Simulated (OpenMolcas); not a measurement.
Ti3+, Zr3+, Hf3+: d down the group

```
Program             : OpenMolcas
Method              : RASSCF
Basis               : ANO-RCC-VTZP
Scalar Hamiltonian  : DKH2, point nucleus
Spin-orbit coupling : state interaction with AMFI integrals over the reference wave functions, term energies averaged over their components
```

Active space for each ion: 1 electron in 9 orbitals (RAS2 d s; RAS3 p, at most 1 electron).

Computed levels in cm-1 above 2D 3/2:

| Level | Ti3+ | Zr3+ | Hf3+ |
| --- | --- | --- | --- |
| 2D 5/2 | 371 | 1220 | 4888 |
| weight of 2D in the lowest level (%) | 100 | 100 | 100 |

Measured, with the error of the calculation in %. Measured levels: Ti3+ from Corliss and Sugar, J. Phys. Chem. Ref. Data 8, 1 (1979); Zr3+ from the list in Rauch et al., Astron. Astrophys. 599, A142 (2017).

| Level | Ti3+ | Zr3+ |
| --- | --- | --- |
| 2D 5/2 | 382 (-2.9) | 1251 (-2.5) |

The fine-structure level 2D 5/2 changes by a factor of 13.2 from Ti3+ to Hf3+.

With one active electron the reference holds no correlation, so core polarisation is missing. Computed and measured levels are paired by configuration, term and J; levels that our copy of the source lacks, or whose pairing is in doubt (as where it misses far off the trend of its configuration), stay unpaired and out of the deviations. Only configurations of the active space appear.
